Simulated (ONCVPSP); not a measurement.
## Scattering properties, ONCV potential for boron

B, optimised norm-conserving Vanderbilt (ONCV), made with ONCVPSP 4.0.1 (PBE, scalar-relativistic). Core [He], reference 2s2 2p1. Waves: 2s: rc 1.65 bohr, ncon 3, nbas 6, qcut 3.6 1/bohr, local; 2p: rc 4.00 bohr, ncon 4, nbas 8, qcut 3.8 1/bohr, 2 projectors, debl 1.3 Ha. Local part: the s channel. Core correction: polynomial model core, fcfact 0.4.

The phase is arctan(r·R′/R) of the radial function R(r), unwrapped; energies in Ha, scanned from -2 to 5 Ha. A pole is an energy at which the radial function vanishes at the test radius. The pseudo phase is shifted by a multiple of π to meet the all-electron one at the reference energy, and phase errors are pseudo minus all-electron; the curves can meet again beyond the range given. Levels narrower than the energy grid can be missing from the lists of poles.

Problem. For each channel, where are the poles, and over which energies does the pseudopotential scatter like the atom?

Solution.

```json
{"channel": "s", "radius (bohr)": "1.68", "reference energy (Ha)": "-0.35", "poles, all-electron": "1.34", "poles, pseudo": "1.12", "unbroken range about the reference energy with phases within 0.05 rad": "below 1.3", "phase error 1 Ha above the reference energy (rad)": "-0.020"}
{"channel": "p", "radius (bohr)": "4.07", "reference energy (Ha)": "-0.13", "poles, all-electron": "-0.08, 0.85, 2.40, 4.58", "poles, pseudo": "-0.08, 0.86, 2.65", "unbroken range about the reference energy with phases within 0.05 rad": "below 0.1", "phase error 1 Ha above the reference energy (rad)": "+0.003"}
```

Phases in the p channel:

```csv
E (Ha),all-electron,pseudo
-1.98,1.428,1.428
-1.80,1.420,1.420
-1.62,1.410,1.410
-1.44,1.398,1.398
-1.26,1.383,1.383
-1.08,1.364,1.364
-0.90,1.338,1.338
-0.72,1.299,1.300
-0.54,1.233,1.234
-0.36,1.074,1.077
-0.18,-0.415,-0.410
0.00,-1.818,-1.810
0.18,-2.555,-2.485
0.36,-4.114,-4.058
0.54,-4.507,-4.492
0.72,-4.647,-4.640
0.90,-4.736,-4.733
1.08,-4.827,-4.826
1.26,-4.990,-4.988
1.44,-5.793,-5.689
1.62,-7.417,-7.333
1.80,-7.668,-7.627
1.98,-7.755,-7.724
2.16,-7.806,-7.776
2.34,-7.843,-7.810
2.52,-7.877,-7.837
2.70,-7.914,-7.860
2.88,-7.965,-7.883
3.06,-8.061,-7.907
3.24,-8.402,-7.937
3.42,-10.282,-7.979
3.60,-10.753,-8.050
3.78,-10.862,-8.224
3.96,-10.913,-9.126
4.14,-10.944,-10.525
4.32,-10.968,-10.774
4.50,-10.988,-10.860
4.68,-11.006,-10.905
4.86,-11.025,-10.935
```
